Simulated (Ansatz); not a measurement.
The cluster SnSe4. Charge 0, multiplicity 1. Geometry PBE-D4/def2-SVP.

Cartesian coordinates in Å:
```
Sn 1.244 0.672 -0.989
Se 0.486 1.185 1.666
Se 0.753 -1.957 -0.134
Se -0.935 -0.505 0.743
Se -1.547 0.605 -1.286
```

In the def2 sets Sn takes a core potential, while STO-3G treats all electrons; there is no spin–orbit coupling. LC-ωPBE has ω = 0.4 bohr⁻¹. Another isomer (singlet) lies 0.51 eV lower at PBE0-D4/def2-TZVP; other spin states weren't run for this one.

(1) Estimate the orbital energies around the gap (eV) in Ansatz with HF/STO-3G, PBE-D4/def2-SVP, PBE0-D4/def2-SVP, LC-ωPBE/def2-TZVP, ωB97X-V/def2-TZVP.

Results:

(1) 
```json
{"orbital": "HOMO−5", "HF/STO-3G": "-8.60", "PBE-D4/def2-SVP": "-7.22", "PBE0-D4/def2-SVP": "-8.40", "LC-ωPBE/def2-TZVP": "-11.02", "ωB97X-V/def2-TZVP": "-10.66"}
{"orbital": "HOMO−4", "HF/STO-3G": "-8.60", "PBE-D4/def2-SVP": "-7.22", "PBE0-D4/def2-SVP": "-8.40", "LC-ωPBE/def2-TZVP": "-11.02", "ωB97X-V/def2-TZVP": "-10.66"}
{"orbital": "HOMO−3", "HF/STO-3G": "-7.13", "PBE-D4/def2-SVP": "-5.86", "PBE0-D4/def2-SVP": "-6.99", "LC-ωPBE/def2-TZVP": "-9.53", "ωB97X-V/def2-TZVP": "-9.21"}
{"orbital": "HOMO−2", "HF/STO-3G": "-7.13", "PBE-D4/def2-SVP": "-5.86", "PBE0-D4/def2-SVP": "-6.99", "LC-ωPBE/def2-TZVP": "-9.53", "ωB97X-V/def2-TZVP": "-9.21"}
{"orbital": "HOMO−1", "HF/STO-3G": "-7.10", "PBE-D4/def2-SVP": "-5.74", "PBE0-D4/def2-SVP": "-6.62", "LC-ωPBE/def2-TZVP": "-8.95", "ωB97X-V/def2-TZVP": "-8.60"}
{"orbital": "HOMO", "HF/STO-3G": "-5.32", "PBE-D4/def2-SVP": "-5.13", "PBE0-D4/def2-SVP": "-6.30", "LC-ωPBE/def2-TZVP": "-8.79", "ωB97X-V/def2-TZVP": "-8.52"}
{"orbital": "LUMO", "HF/STO-3G": "4.61", "PBE-D4/def2-SVP": "-3.53", "PBE0-D4/def2-SVP": "-2.83", "LC-ωPBE/def2-TZVP": "-0.81", "ωB97X-V/def2-TZVP": "-0.90"}
{"orbital": "LUMO+1", "HF/STO-3G": "5.04", "PBE-D4/def2-SVP": "-2.89", "PBE0-D4/def2-SVP": "-2.16", "LC-ωPBE/def2-TZVP": "-0.08", "ωB97X-V/def2-TZVP": "-0.16"}
{"orbital": "LUMO+2", "HF/STO-3G": "5.04", "PBE-D4/def2-SVP": "-2.89", "PBE0-D4/def2-SVP": "-2.16", "LC-ωPBE/def2-TZVP": "-0.08", "ωB97X-V/def2-TZVP": "-0.16"}
{"orbital": "LUMO+3", "HF/STO-3G": "5.64", "PBE-D4/def2-SVP": "-2.21", "PBE0-D4/def2-SVP": "-1.60", "LC-ωPBE/def2-TZVP": "0.15", "ωB97X-V/def2-TZVP": "0.07"}
{"orbital": "LUMO+4", "HF/STO-3G": "5.64", "PBE-D4/def2-SVP": "-2.21", "PBE0-D4/def2-SVP": "-1.60", "LC-ωPBE/def2-TZVP": "0.15", "ωB97X-V/def2-TZVP": "0.07"}
{"orbital": "LUMO+5", "HF/STO-3G": "7.10", "PBE-D4/def2-SVP": "-1.66", "PBE0-D4/def2-SVP": "-0.98", "LC-ωPBE/def2-TZVP": "0.81", "ωB97X-V/def2-TZVP": "0.73"}
```
